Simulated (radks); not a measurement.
The numbers below are computed, except where a source is named.
Question: All-electron atom: Mo5+ in [Kr] 4d1 (the NIST ground configuration). Level of theory: Dirac Kohn-Sham, PBE, spin-unpolarised, spherical densities, finite nucleus; open shells fill j = l - 1/2 first; Fermi nuclear charge, rms radius 4.4091 fm (a radial shooting solver on a logarithmic mesh with Libxc functionals). Some entries of the table are withheld. Estimate them.

orbital  occ.  eigenvalue (hartree)  <1/r> (bohr^-1)  r(max) (bohr)
1s1/2       2             -730.5418              (1)        0.02287
2s1/2       2             -105.2852            9.913         0.1297
2p1/2       2             -97.05276            9.888         0.1009
2p3/2       4             -93.13715            9.415         0.1048
3s1/2       2             -19.94209            3.393         0.3837
3p1/2       2             -16.81048            3.292         0.3709
3p3/2       4             -16.16462            3.178         0.3802
3d3/2       4                   (2)            2.991         0.3207
3d5/2       6                   (3)            2.961         0.3234
4s1/2       2              -4.68225            1.270         0.9793
4p1/2       2                   (4)            1.166          1.036
4p3/2       4                   (5)            1.136          1.058
4d3/2       1              -2.24157           0.9082          1.236
4d5/2       0              -2.22821           0.9021          1.243

Answer: 
(1) 1s1/2 <1/r> (bohr^-1): 43.55
(2) 3d3/2 eigenvalue (hartree): -10.63320
(3) 3d5/2 eigenvalue (hartree): -10.51072
(4) 4p1/2 eigenvalue (hartree): -3.75831
(5) 4p3/2 eigenvalue (hartree): -3.65647
